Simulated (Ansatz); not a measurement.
Cost and result up the ladder for Ga4Sb4H14, a cluster cut from wurtzite GaSb (hydrogen-capped) (22 atoms). The state is a singlet with charge 0. Geometry: PBE-D4/def2-SVP.

```
atom   x (Å)   y (Å)   z (Å)
 Ga1  -1.935   1.118   2.069
 Sb2  -0.418   2.602   0.305
 Ga3   1.459  -1.889   1.892
 Sb4  -1.080  -1.295   1.280
 Sb5   2.648  -0.119   0.141
 Ga6   1.245   1.490  -1.476
 Ga7  -1.906  -2.085  -1.142
 Sb8  -0.402  -0.295  -2.606
  H9  -1.339   1.516   3.475
 H10  -3.409   1.401   1.582
 H11   0.534   3.805   1.074
 H12  -1.356   3.697  -0.626
 H13   1.868  -1.314   3.304
 H14   1.884  -3.295   1.315
 H15  -1.957  -2.347   2.322
 H16   3.769   0.933   0.906
 H17   3.796  -0.863  -0.897
 H18   2.048   2.453  -2.431
 H19  -3.387  -1.621  -1.433
 H20  -1.285  -3.479  -1.545
 H21  -1.340   0.637  -3.701
 H22   0.562  -1.050  -3.809
```

Ansatz on 2 threads of AMD EPYC 7R13 on a shared host and a share (18 GiB) of an NVIDIA H100 80GB HBM3. Times are rough, and most runs start from the orbitals of an earlier one. ωB97M-V/def2-TZVP serves as the yardstick here, not as an exact answer. Differences are given only for rows in sets of like size (and for xTB, whose basis is part of the method), since another set adds its own error. Binding counts from free atoms at the same level (Ga doublet, Sb quartet, H doublet; other spins of the atoms weren't run), without zero-point energy or a counterpoise term.

In the def2 sets Sb takes a core potential; there is no spin–orbit coupling. Correlated methods freeze 52 core orbitals; core or outer-core shells of Ga, Sb are correlated, in sets that lack core-valence functions. Single mean-field runs in def2-TZVP are fitted with def2-universal-jkfit.

Correlated methods converge slowly with the basis.

```tsv
level	functions	wall time	binding energy per atom (eV)	difference from ωB97M-V/def2-TZVP (eV)
PBE-D4/def2-SVP	302	3 s	2.30	–
PBE-D4/def2-TZVP	476	3.4 s	2.30	0.02
LDA (SPW92)/def2-TZVP	476	3.4 s	2.67	0.38
MP2/def2-TZVP	476	4.6 s	2.16	-0.13
r2SCANh-D4/def2-TZVP	476	4.6 s	2.31	0.02
PBE0-D4/def2-TZVP (with forces)	476	4.9 s	2.29	0.01
PBE0-D4/def2-SVP	302	6 s	2.29	–
ωB97M-V/def2-TZVP	476	9 s	2.29	0.00
r2SCAN-D4/def2-TZVP (with forces)	476	29 s	2.31	0.03
```
